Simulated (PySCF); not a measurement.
# Excitation energy of Ba by level of theory

Ba [Xe] 6s2 (1S) → Ba [Xe] 5d1 6s1 (3D), as a difference of total energies. Computed with PySCF 2.14 in aug-cc-pwCVTZ-X2C (11s10p8d4f, 109 functions), with scalar relativity by spin-free X2C-1e. Correlated levels: valence: [Xe] frozen; valence and next inner shell: [Kr] 4d10 frozen. The calculations carry no spin-orbit coupling.

```
                                method  excitation energy (eV)  error (eV)
                                   UHF                   0.804      -0.356
                                   LDA                   0.924      -0.236
                                   PBE                   0.763      -0.397
                                  PBE0                   0.783      -0.377
                                r2SCAN                   0.447      -0.713
                                PBEsol                   0.761      -0.399
                             BHandHLYP                   1.043      -0.117
                                B2PLYP                   1.104      -0.056
                         MP2 (valence)                   1.183      +0.023
                     SCS-MP2 (valence)                   1.344      +0.184
    MP2 (valence and next inner shell)                   1.275      +0.115
SCS-MP2 (valence and next inner shell)                   1.399      +0.239
```

Reference: 1.160 eV (measured; NIST levels, between the centres of gravity of the two terms).

Errors of the correlated levels include the incompleteness of this basis and the frozen core.
